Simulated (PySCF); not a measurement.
Two-component Hartree-Fock for C(4+) (carbon, charge +4)

Start: 1s2. Calculated with PySCF 2.14 in x2c-QZVPPall-2c (7s4p3d2f1g, 57 functions): generalised Hartree-Fock with the X2C-1e Hamiltonian and a Gaussian nucleus; one run each with spin-orbit coupling (SO) switched off, then screened by Boettger's factors.

```csv
spinor shell,electrons,"ε, spin-free (eV)","ε, screened SO (eV)",weight of nominal j (screened SO),"rms radius, screened SO (bohr)"
1s1/2,2,-392.44,-392.44,1.000,0.309
```

```json
{"quantity": "E (hartree)", "spin-free": "-32.37472", "screened SO": "-32.37472"}
{"quantity": "M_J", "spin-free": "0", "screened SO": "0"}
{"quantity": "⟨J²⟩", "spin-free": "0.000", "screened SO": "0.000"}
{"quantity": "⟨L²⟩", "spin-free": "0.000", "screened SO": "0.000"}
{"quantity": "⟨S²⟩", "spin-free": "0.000", "screened SO": "0.000"}
```

Without spin-orbit coupling the j labels of p, d and f shells carry no meaning; the spin-free column gives the mean over the occupied spinors of each nl shell.
